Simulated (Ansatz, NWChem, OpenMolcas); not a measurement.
## The HOMO–LUMO gap down a group: N to As

All atoms of one element are swapped for its congeners: N2; P2 (diphosphorus); As2. All are singlets with charge 0.

Shapes, held fixed at every level: PBE0-D4/def2-TZVP; P2 at the measured bond length. Programs: Ansatz 0.2.0, NWChem 7.3.0, OpenMolcas 26.06. A level may come from different programs for different species; with the same settings they agree closely. Values in eV.

```csv
level,N2,P2,As2
HF/def2-TZVPPD,20.24,10.62,9.51
PBE/def2-TZVPPD,8.44,3.71,3.19
revPBE/def2-TZVPPD,8.48,3.71,3.20
B3LYP/def2-TZVPPD,11.12,5.06,4.42
BHLYP/def2-TZVPPD,15.05,7.16,6.34
r2SCAN0/def2-TZVPPD,12.26,5.69,4.99
```

At r2SCAN0/def2-TZVPPD the HOMO–LUMO gap falls at every step, from 12.26 to 4.99 eV. Every level shows the same order. Relativity is left out for As unless named. Orbital gaps aren't excitation energies, and the LUMO depends on the basis.
